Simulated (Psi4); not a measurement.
Calculation: SAPT0/jun-cc-pVDZ, frozen core in Psi4.

Psi4 input:

```
molecule {
0 1
C 0.76302906 0.01155768 -0.00391848
C -0.76302910 -0.01155791 0.00391893
H 1.14445910 0.82972196 -0.61805465
H 1.16320827 0.14157283 1.00355286
H 1.17203392 -0.91860505 -0.40336656
H -1.17203558 0.91868947 0.40316815
H -1.16320399 -0.14178723 -1.00352685
H -1.14446168 -0.82959176 0.61822659
--
0 1
Cl 0.30528338 -3.06205965 1.85544226
B 2.03746592 -2.99247480 1.65401132
Cl 2.79417498 -3.81958378 0.31643409
Cl 3.01332284 -2.09856844 2.79177921
units angstrom
symmetry c1
no_reorient
no_com
}
set basis jun-cc-pvdz
set scf_type df
set freeze_core true
energy('sapt0')
```

Part of the output:

```
    SAPT Results
  --------------------------------------------------------------------------------------------------------
    Electrostatics                 -1.86960802 [mEh]      -1.17319675 [kcal/mol]      -4.90865518 [kJ/mol]
      Elst10,r                     -1.86960802 [mEh]      -1.17319675 [kcal/mol]      -4.90865518 [kJ/mol]

    Exchange                        5.06271976 [mEh]       3.17690461 [kcal/mol]      13.29216889 [kJ/mol]
      Exch10                        5.06271976 [mEh]       3.17690461 [kcal/mol]      13.29216889 [kJ/mol]
      Exch10(S^2)                   5.05097012 [mEh]       3.16953160 [kcal/mol]      13.26132022 [kJ/mol]

    Induction                      -0.50870064 [mEh]      -0.31921447 [kcal/mol]      -1.33559334 [kJ/mol]
      Ind20,r                      -1.45839482 [mEh]      -0.91515657 [kcal/mol]      -3.82901508 [kJ/mol]
      Exch-Ind20,r                  1.25558757 [mEh]       0.78789310 [kcal/mol]       3.29654472 [kJ/mol]
      delta HF,r (2)               -0.30589339 [mEh]      -0.19195100 [kcal/mol]      -0.80312298 [kJ/mol]

    Dispersion                     -3.73522947 [mEh]      -2.34389188 [kcal/mol]      -9.80684362 [kJ/mol]
      Disp20                       -4.12232261 [mEh]      -2.58679649 [kcal/mol]     -10.82315652 [kJ/mol]
      Exch-Disp20                   0.38709314 [mEh]       0.24290461 [kcal/mol]       1.01631289 [kJ/mol]
      Disp20 (SS)                  -2.06116130 [mEh]      -1.29339825 [kcal/mol]      -5.41157826 [kJ/mol]
      Disp20 (OS)                  -2.06116130 [mEh]      -1.29339825 [kcal/mol]      -5.41157826 [kJ/mol]
      Exch-Disp20 (SS)              0.21442617 [mEh]       0.13455445 [kcal/mol]       0.56297582 [kJ/mol]
      Exch-Disp20 (OS)              0.17266697 [mEh]       0.10835016 [kcal/mol]       0.45333707 [kJ/mol]

  Total HF                          2.68441110 [mEh]       1.68449340 [kcal/mol]       7.04792037 [kJ/mol]
  Total SAPT0                      -1.05081837 [mEh]      -0.65939848 [kcal/mol]      -2.75892325 [kJ/mol]
```
